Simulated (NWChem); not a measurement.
Correlation energy of sulfur tetrafluoride (F₄S)

SMILES: FS(F)(F)F
```xyz
5

F      0.0000     1.2424     0.6398
S      0.0000     0.0000    -0.3894
F      1.6855     0.0000    -0.2936
F     -1.6855     0.0000    -0.2936
F      0.0000    -1.2424     0.6398
```
Charge 0, spin multiplicity 1.

All runs are NWChem calculations. The geometry was optimised at PBE/def2-SVP, a minimum by its harmonic frequencies.

Basis set: def2-SVP. Each correlation energy counts from its own Hartree-Fock reference.

The correlated methods keep 9 core orbitals frozen. No row is a measurement; the coupled-cluster row has its own basis-set and correlation limits.

```
method        correlation energy (mHa)
------------  ------------------------
MP2                             -911.8
SCS-MP2                         -875.6
CR-CCSD[T]                  (withheld)
CR-CCSD(T)                  (withheld)
CCSD                        (withheld)
CCSD+T(CCSD)                    -943.9
CCSD(T)                         -940.9
```

Q: Complete the blanks.

A: 
- CR-CCSD[T], correlation energy (mHa): -937.6
- CR-CCSD(T), correlation energy (mHa): -935.5
- CCSD, correlation energy (mHa): -920.1
